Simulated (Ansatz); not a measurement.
Start from `[F][Zn][CH2][SiH3]` and change one atom or group to get `O[CH2][Zn][F]`.

Ansatz, PBE0-D4/def2-TZVP geometries, multiplicity 1. Each molecule was computed in one conformer, which needn't be the lowest.

Scalar relativity is left out up to krypton.

```csv
property,`[F][Zn][CH2][SiH3]`
LUMO energy (ωB97M-V/def2-TZVPP) / eV,0.75
HOMO energy (PBE/def2-TZVPP) / eV,-7.44
LUMO energy (PBE0/def2-TZVPP) / eV,-0.80
HOMO energy (B3LYP/def2-TZVPP) / eV,-8.40
HOMO energy (ωB97M-V/def2-TZVPP) / eV,-10.75
LUMO energy (PBE/def2-TZVPP) / eV,-1.65
```

(1) What does the change do to each property? (An estimate is asked.)

Answers

(1) The calculation gave: 
```csv
property,`O[CH2][Zn][F]`,shift
LUMO energy (ωB97M-V/def2-TZVPP) / eV,0.78,0.03
HOMO energy (PBE/def2-TZVPP) / eV,-5.98,1.46
LUMO energy (PBE0/def2-TZVPP) / eV,-0.68,0.12
HOMO energy (B3LYP/def2-TZVPP) / eV,-7.12,1.28
HOMO energy (ωB97M-V/def2-TZVPP) / eV,-9.55,1.20
LUMO energy (PBE/def2-TZVPP) / eV,-1.52,0.13
```

With PBE0 the HOMO rises by 1.29 eV and the LUMO rises by 0.12 eV, so the gap narrows by about 1.17 eV. PBE moves the HOMO by 1.46 eV and ωB97M-V by 1.20 eV.

B3LYP here is the variant with VWN-RPA as its local correlation; programs differ in this.
